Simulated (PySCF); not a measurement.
Static polarisabilities and like-pair C6 coefficients by linear response at wB97X-D/def2-SVPD (PySCF, frozen core in the response, non-relativistic, gas phase), PBE0-D3(BJ)/def2-SVP geometries, one conformer each; atomic units unless stated. Spin–orbit coupling is left out although an atom past zinc is present.

```csv
label,species,α,C6
P,`C#C[C@H]1CC=C1C(Cl)(Cl)Cl`,118.6,5613
Q,`C[SiH2]C#N`,54.4,1140
R,`[NH2][GeH2][GeH2][SiH3]`,106.4,3571
S,`C=C1C=C(C(Cl)Cl)C=C1Cl`,128.6,5960
T,`C=C1C=CC(C(Cl)(Cl)Cl)=C1`,127.7,5908
```

Problem. Estimate the unlike-pair coefficients by the rule C6(AB) = 2·C6(AA)·C6(BB) / [C6(AA)·αB/αA + C6(BB)·αA/αB], and compare with the geometric mean, for PQ, PS, PT, QS, QT, RS, RT and ST.

Solution. 
```csv
pair,combination rule,geometric mean,ratio
PQ,2529,2529,1.000
PS,5776,5784,0.999
PT,5752,5759,0.999
QS,2605,2606,0.999
QT,2594,2595,1.000
RS,4603,4613,0.998
RT,4582,4593,0.998
ST,5934,5934,1.000
```

The rule is exact for one-pole polarisabilities and never exceeds the geometric mean; the two meet where both partners have the same effective excitation energy. These unlike-pair values are estimates, not computed integrals.
